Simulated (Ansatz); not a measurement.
Cartesian coordinates in Å:
```
C 1.662 0.630 0.148
Si 0.229 0.427 1.329
N -0.985 -0.519 0.567
Sn -1.304 -0.769 -1.416
H 2.078 -0.337 -0.144
H 2.457 1.211 0.622
H 1.364 1.166 -0.758
H -0.248 1.787 1.728
H 0.683 -0.241 2.583
H -1.755 -0.833 1.138
H -2.806 -1.565 -1.543
H -0.038 -1.714 -2.062
H -1.337 0.755 -2.191
```

The species carries charge 0 and has multiplicity 1. Sn takes the def2 core potential.

Task: List the r2SCAN/def2-TZVPP orbital energies in eV (Ansatz). (Best estimate.)

Result: Ansatz gave: Occupied: -1790.72, -384.60, -272.55, -141.11, -137.17, -95.98, -95.97, -95.96, -92.00, -91.97, -91.96, -26.55, -26.43, -26.40, -26.29, -26.29, -21.23, -18.11, -13.48, -12.85, -10.98, -10.39, -9.89, -8.81, -8.61, -8.27, -8.10, -7.79, -5.97. Lowest empty: -0.64, -0.15, 0.64, 0.83, 1.19, 1.44, 2.11, 2.46.
